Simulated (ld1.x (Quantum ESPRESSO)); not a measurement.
What the settings do to the TM potential of titanium (Ti)

Base potential:

titanium (Ti), norm-conserving Troullier–Martins (Kleinman–Bylander form), made with ld1.x (Quantum ESPRESSO) 7.5 (Wu–Cohen, scalar-relativistic). Core [Ne], reference 3s2 3p6 3d2 4s2 4p0. Waves: 3s (bound): rc 0.90 bohr; 3p (bound): rc 0.90 bohr; 3d (bound): rc 1.30 bohr. Local part: all-electron potential smoothed inside 1.15 bohr (lloc = -1). Core correction: none.

Occupied shells without a wave of their own: 4s. They enter only through the test configuration that unscreens the potential.

All-electron outer shells of the reference configuration (Wu–Cohen, scalar-relativistic, ld1.x):

```csv
shell,level (eV),outermost node (bohr),outermost maximum (bohr)
2s,-536.56,0.09,0.27
2p,-444.27,–,0.22
3s,-62.47,0.40,0.87
3p,-38.80,0.37,0.90
4s,-4.49,1.24,2.92
3d,-4.28,–,0.98
4p,-1.44,1.39,3.80
```

Cutoffs, loose and tight: the cutoffs (Ry, on a coarse ladder) from which the occupation-weighted sum of valence levels, in a spherical-Bessel basis at the reference potential, stays within 10 and 1 mRy of its value at 400 Ry. They do not see the model core or the augmentation charge, which bear on the density cutoff. Test errors are all-electron minus pseudo excitation energies from the reference, over the configurations 3s2 3p6 3d2 4s1 4p0; 3s2 3p6 3d2 4s0 4p0; 3s2 3p6 3d1 4s0 4p0; 3s2 3p6 3d1 4s2 4p1; 3s2 3p5 3d2 4s2 4p0; 3s2 3p6 3d3 4s0 4p0; 3s1 3p6 3d2 4s2 4p0. A dash means not determined; rows that change the core or the reference have their own tests.

Cutoffs are not given where the Bessel-basis levels miss the radial ones by over 6 mRy, ghosts where they miss by over 20 mRy; a channel whose overlap is not positive is not tested.

| change | outcome | cutoff, loose | cutoff, tight | bound ghosts | largest test error (meV) |
| --- | --- | --- | --- | --- | --- |
| base | generated | 140 Ry | 230 Ry | none | -265 |
| wave 3s (bound): rc 0.90 bohr becomes 3s (bound): rc 0.60 bohr | generated | – | – | not determined | -577 |
| wave 3s (bound): rc 0.90 bohr becomes 3s (bound): rc 0.68 bohr | generated | 300 Ry | over 300 Ry | none | -465 |
| wave 3s (bound): rc 0.90 bohr becomes 3s (bound): rc 0.78 bohr | generated | 160 Ry | 300 Ry | none | -306 |
| wave 3s (bound): rc 0.90 bohr becomes 3s (bound): rc 0.84 bohr | generated | 140 Ry | 260 Ry | none | -273 |
| wave 3s (bound): rc 0.90 bohr becomes 3s (bound): rc 0.94 bohr | generated | 140 Ry | 230 Ry | none | -270 |
| wave 3s (bound): rc 0.90 bohr becomes 3s (bound): rc 1.00 bohr | generated | 140 Ry | 230 Ry | none | -300 |
| wave 3s (bound): rc 0.90 bohr becomes 3s (bound): rc 1.08 bohr | generated | 120 Ry | 200 Ry | none | -367 |
| wave 3s (bound): rc 0.90 bohr becomes 3s (bound): rc 1.20 bohr | generated | 110 Ry | 180 Ry | none | -531 |
| wave 3s (bound): rc 0.90 bohr becomes 3s (bound): rc 1.32 bohr | generated | 100 Ry | 160 Ry | none | -816 |

What comes out with this change to the base: wave 3s (bound): rc 0.90 bohr becomes 3s (bound): rc 1.28 bohr?

outcome: generated; cutoff, loose: 100 Ry; cutoff, tight: 180 Ry; bound ghosts: none; largest test error (meV): -731.

Reading the sweep of the s radius (base included, trends over the rows without a ghost): The loose cutoff falls from 300 Ry at 0.68 to 100 Ry at 1.32 bohr. A larger radius leaves more room for a smooth pseudo-wave, so fewer plane waves are needed; a smaller one forces it to follow the all-electron wave where it bends sharply. The median size of the test errors (rows with all tests solved) is not monotonic: lowest 65.0 meV at 0.9 bohr, highest 192.4 meV at 1.32 bohr.
